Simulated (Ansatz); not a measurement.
From C to Ge: the HOMO–LUMO gap

Gas-phase molecules, one atom swapped for its congeners: C3H9N (trimethylamine) `CN(C)C`; C2H9NSi `CN(C)[SiH3]`; C2H9GeN `C[N](C)[GeH3]`. All are singlets with charge 0.

Shapes, held fixed at every level: PBE0-D4/def2-TZVP. Programs: Ansatz 0.2.0. Values in eV.

Question: How should the HOMO–LUMO gap change along the series?

Answer: At wB97M-V/def2-TZVPP the HOMO–LUMO gap falls at every step, from 11.14 to 10.77 eV. Every level shows the same order. Relativity is left out for Ge. Orbital gaps aren't excitation energies, and the LUMO depends on the basis.

```csv
level,C3H9N,C2H9NSi,C2H9GeN
SPW92/def2-TZVPP,5.08,4.63,4.50
r2SCAN-D4/def2-TZVPP,6.15,5.51,5.34
B3LYP-D4/def2-TZVPP,6.81,6.52,6.38
BHLYP-D4/def2-TZVPP,9.28,8.99,8.86
PBE0-D4/def2-TZVPP,7.35,6.96,6.84
r2SCAN0-D4/def2-TZVPP,8.00,7.42,7.26
wB97M-V/def2-TZVPP,11.14,10.85,10.77
```
